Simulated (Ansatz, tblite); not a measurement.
Cost and result up the ladder for NaAlF4 (6 atoms). Charge 0, multiplicity 1. Geometry: r2SCAN-D4/def2-SVP.

```xyz
6

Na   -0.330   -1.221    1.924
Al    0.086    0.317   -0.499
F    -1.116    0.466   -1.644
F     0.340   -1.357   -0.075
F    -0.515    0.711    1.091
F     1.535    1.083   -0.797
```

Ansatz on 4 threads of Intel Xeon 6975P-C on a shared host; xTB runs through tblite on one thread. Times are rough, summed over both states, and most runs start from the orbitals of an earlier one. PBE0-D4/def2-TZVP serves as the yardstick here, not as an exact answer. Differences are given only for rows in sets of like size (and for xTB, whose basis is part of the method), since another set adds its own error. The other state is a quintet at its own geometry, which has other bonds, so the gap mixes isomer and spin.

The xTB rows come from tblite. Correlated methods freeze 10 core orbitals; core or outer-core shells of Na are correlated, in sets that lack core-valence functions. In the quintet geometry the species has come apart into loosely held pieces. In the quintet, F3 and F5 lie 1.91 Å apart, F4 and F5 lie 1.92 Å apart (atoms count from 1), so these atoms are partly bonded to each other. The structure comes from a short search, and lower isomers may exist.

Correlated methods converge slowly with the basis.

xTB has no spin-polarisation term.

```tsv
level	functions	wall time	quintet − singlet (eV)	difference from PBE0-D4/def2-TZVP (eV)	remarks
GFN1-xTB	29	0.011 s	13.89	0.23	–
GFN2-xTB	29	0.02 s	14.28	0.62	–
HF/STO-3G	38	0.3 s	15.41	–	HOMO above zero (quintet)
PBE-D4/def2-TZVP (with forces)	193	2.8 s	12.78	-0.87	–
BLYP-D4/def2-TZVP	193	2.8 s	12.76	-0.90	–
PBE0-D4/def2-TZVP	193	4.1 s	13.66	0.00	–
MP2/def2-TZVP	193	4.4 s	16.28	2.63	–
r2SCAN-D4/def2-TZVP	193	4.6 s	13.47	-0.19	–
B97M-V/def2-TZVP	193	8.7 s	13.67	0.01	–
```
